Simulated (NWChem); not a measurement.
Molecule: SiH$_{4}$S$_{2}$; SMILES S[SiH2]S

```xyz
7

Si     0.0000     0.0000    -0.7226
S      1.8249     0.0514     0.4265
S     -1.8249    -0.0514     0.4265
H      0.1022     1.2203    -1.5575
H     -0.1022    -1.2203    -1.5575
H      1.6283    -1.1113     1.0867
H     -1.6283     1.1113     1.0867
```
Atoms are numbered in this order, from 1.

Level: B3LYP/6-31G* (spherical d) (NWChem), optimised geometry, unscaled harmonic frequencies. 

Problem. List the harmonic frequencies with IR intensities, and the thermochemistry.

Solution. 
```json
[
 {"frequency (cm⁻¹)": "148", "IR intensity (km/mol)": "0.0"},
 {"frequency (cm⁻¹)": "242", "IR intensity (km/mol)": "36.7"},
 {"frequency (cm⁻¹)": "254", "IR intensity (km/mol)": "36.6"},
 {"frequency (cm⁻¹)": "459", "IR intensity (km/mol)": "23.0"},
 {"frequency (cm⁻¹)": "481", "IR intensity (km/mol)": "26.5"},
 {"frequency (cm⁻¹)": "539", "IR intensity (km/mol)": "73.7"},
 {"frequency (cm⁻¹)": "652", "IR intensity (km/mol)": "2.7"},
 {"frequency (cm⁻¹)": "769", "IR intensity (km/mol)": "65.4"},
 {"frequency (cm⁻¹)": "850", "IR intensity (km/mol)": "4.4"},
 {"frequency (cm⁻¹)": "901", "IR intensity (km/mol)": "219.4"},
 {"frequency (cm⁻¹)": "932", "IR intensity (km/mol)": "100.5"},
 {"frequency (cm⁻¹)": "2268", "IR intensity (km/mol)": "102.0"},
 {"frequency (cm⁻¹)": "2285", "IR intensity (km/mol)": "117.2"},
 {"frequency (cm⁻¹)": "2676", "IR intensity (km/mol)": "8.3"},
 {"frequency (cm⁻¹)": "2676", "IR intensity (km/mol)": "1.9"}
]
```

The zero-point energy is 23.1 kcal/mol. The thermal correction to the enthalpy at 298.15 K (with zero-point energy) comes out as 27.1 kcal/mol. The heat capacity Cv is 18.4 cal/(mol K). The entropy at 298.15 K and 1 atm (symmetry number 2) is 73.5 cal/(mol K) and the dipole moment is 0.01 D.

Rigid rotor and harmonic oscillator.
